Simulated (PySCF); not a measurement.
## Spinor energies of Nb³⁸⁺ (niobium, charge +38)

Start: [He] 2s1; 2s1/2 filled at m_j = +1/2. Calculated with PySCF 2.14 in an even-tempered Gaussian basis (17 s from 17 bohr⁻², ratio 2.4; 12 p from 23 bohr⁻², ratio 2.4; 5 d from 70 bohr⁻², ratio 2.6; 4 f from 100 bohr⁻², ratio 2.6): generalised Hartree-Fock with the X2C-1e Hamiltonian and a Gaussian nucleus; one run each with spin-orbit coupling (SO) switched off, then screened by Boettger's factors.

```json
{"spinor shell": "1s1/2", "electrons": "2", "ε, spin-free (eV)": "-22453.4", "ε, screened SO (eV)": "-22453.4", "weight of nominal j (screened SO)": "1.000", "rms radius, screened SO (bohr)": "0.0411"}
{"spinor shell": "2s1/2", "electrons": "1", "ε, spin-free (eV)": "-5429.3", "ε, screened SO (eV)": "-5429.3", "weight of nominal j (screened SO)": "1.000", "rms radius, screened SO (bohr)": "0.158"}
```

```
   quantity    spin-free  screened SO
E (hartree)  -1893.02866  -1893.02866
        M_J          1/2          1/2
       ⟨J²⟩        0.750        0.750
       ⟨L²⟩        0.000        0.000
       ⟨S²⟩        0.750        0.750
```

Each row is a mean over spinors that exchange with the open shell spreads, by up to 26.730 eV (1s1/2).

Breit and QED terms are absent; they matter most for the inner s and p1/2 levels.

Densities and radii are taken from the X2C orbitals without a picture-change correction, which distorts them close to the nucleus.

Without spin-orbit coupling the j labels of p, d and f shells carry no meaning; the spin-free column gives the mean over the occupied spinors of each nl shell.
